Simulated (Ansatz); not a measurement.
Consider the substitution at a C–O bond: `CCO[Si](C)(F)Cl` + CH₃SH → `CCSC` + `C[Si](O)(F)Cl`.

Calculated with Ansatz (gas phase, PBE0-D4/def2-TZVP geometries, no zero-point term in ΔE). CBS: MP2 limit from def2 TZ/QZ plus the TZ coupled-cluster correction, frozen cores. This one scheme is used for every species. Functionals use def2-TZVPP. B3LYP here is the variant with VWN-RPA as its local correlation; programs differ in this. One conformer a species, not always the lowest.

```tsv
species	B3LYP energy (Eh)
`CCO[Si](C)(F)Cl`	-1044.27526
CH₃SH	-438.75246
`CCSC`	-517.41023
`C[Si](O)(F)Cl`	-965.63025
```

(1) Work out ΔE.

Largest T1 diagnostic among the species: 0.010.

Answers

(1) ΔE = (-517.41023) + (-965.63025) − (-1044.27526) − (-438.75246) = -0.01276 Eh = -33.5 kJ/mol. CCSD(T)/CBS gives -41.1 kJ/mol.

In def2-TZVPP, CCSD(T) changes the Hartree–Fock value by −11.7 kJ/mol (the triples alone add −2.0 kJ/mol) and MP2 by −20.3 kJ/mol.
